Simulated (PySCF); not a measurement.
Isomers of C5H10N2, from PySCF 2.14.0, PBE0-D3(BJ)/def2-SVP geometry optimisation, gas phase. One conformer each, no zero-point energy, no frequencies.

Question: Which is lower in electronic energy at this level?
A. `[CH3:1][NH:2][C@H:3]1[CH:4]=[N:5][CH2:6][CH2:7]1` with C1–N2–C3–C4 77°: A = 5959, B = 1875, C = 1582 MHz, dipole 1.45 D
B. `[CH2:1]=[N:2]/[N:3]=[C:4](\[CH3:5])[CH2:6][CH3:7]` with C1–N2–N3–C4 -116°, N3–C4–C6–C7 109°: A = 6268, B = 1447, C = 1299 MHz, dipole 1.94 D

Answer: A. That is `C1[C@H](C=NC1)NC`, 16.6 kcal/mol below the other.

```
        SMILES                                      mapped SMILES      E (Eh)  relative (kcal/mol)  relative (kJ/mol)  dipole (D)
CN[C@H]1C=NCC1   [CH3:1][NH:2][C@H:3]1[CH:4]=[N:5][CH2:6][CH2:7]1  -305.45128                  0.0                0.0        1.45
 C=N/N=C(\C)CC  [CH2:1]=[N:2]/[N:3]=[C:4](\[CH3:5])[CH2:6][CH3:7]  -305.42489                 16.6               69.3        1.94
```

As drawn, the lower has an N–H bond, which the higher lacks; the higher has an N–N linkage, which the lower lacks.
